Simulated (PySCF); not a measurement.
Computed with PySCF, PBE0, basis Se def2-TZVP, O def2-TZVP, H def2-TZVP (no relativity, density fitting).

```xyz
4
charge 0 multiplicity 1, angstrom
Se    0.1102    0.1908   -0.1368
O    -0.6174   -1.0694    0.6112
H     1.4296    0.3946    0.5753
H    -0.3732    1.4354    0.5753
```

H₂SeO (singlet), along the line from Se1 (at 0) through O2 (at 1.636 Å).

Problem. Tabulate the fields along this line at -0.49, -0.33, -0.16, 0.08, 0.25, 0.41, 0.57, 0.74, 0.90, 1.06, 1.23, 1.39, 1.55, 1.80, 1.96, 2.13, 2.29, 2.45, 2.62 Å.

Solution. 
```csv
distance (Å),electron density (e/Å³),electron localisation function,electrostatic potential (V)
-0.49,6.16,0.376,100
-0.33,38.2,0.766,255
-0.16,147,0.252,1100
0.08,1090,0.79,3360
0.25,82.7,0.723,488
0.41,15.3,0.622,153
0.57,2.95,0.161,70.4
0.74,1.6,0.296,37.8
0.90,1.72,0.677,25.4
1.06,2.42,0.712,30.1
1.23,3.81,0.539,64.1
1.39,6.51,0.0675,183
1.55,187,0.995,944
1.80,21.3,0.219,352
1.96,5.45,0.457,97.9
2.13,2.8,0.785,32.1
2.29,1.24,0.793,10.1
2.45,0.521,0.728,2.16
2.62,0.224,0.601,-0.749
```

On a grid of 0.08 Å the density has a local minimum along the bond near 0.82 Å from Se, at 1.59 e/Å³, where the ELF is 0.54.
